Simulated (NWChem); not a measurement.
Molecule: CH₄BClOS; SMILES COB(S)Cl

```xyz
9

B     -0.1317    -0.1521     0.0685
Cl    -0.3559    -1.9019     0.3159
O     -1.2077     0.6313     0.2443
C     -1.1859     2.0500     0.0824
H     -0.9035     2.3193    -0.9412
H     -2.1946     2.4129     0.2879
H     -0.4832     2.5098     0.7859
S      1.4961     0.5436    -0.4045
H      2.1699    -0.6220    -0.4401
```
Atoms are numbered in this order, from 1.

Program: NWChem. Pople sets run with spherical d functions. The geometry was optimised at B3LYP/6-31G* (spherical d). GIAO values for the isolated, static molecule; σ is the absolute isotropic shielding, δ = σ(reference) − σ with the isolated reference molecule computed at the same levels (11B: boron trifluoride, 13C: tetramethylsilane, 1H: tetramethylsilane, 17O: water).

For level Hartree-Fock/6-31G*:

```
Item                     Result
-----------------------  ------
δ B1 (ppm)                 34.2
σ Cl2 (ppm)               876.7
δ O3 (ppm)                 90.9
δ C4 (ppm)                 50.3
δ H5 (rotor mean) (ppm)    3.66
σ S8 (ppm)                653.6
δ H9 (ppm)                 1.79
```

Problem. Estimate the same quantities for level B3LYP/6-311G**.

Solution. δ B1 (ppm): 29.9
σ Cl2 (ppm): 778.0
δ O3 (ppm): 168.2
δ C4 (ppm): 57.0
δ H5 (rotor mean) (ppm): 3.80
σ S8 (ppm): 562.0
δ H9 (ppm): 2.28
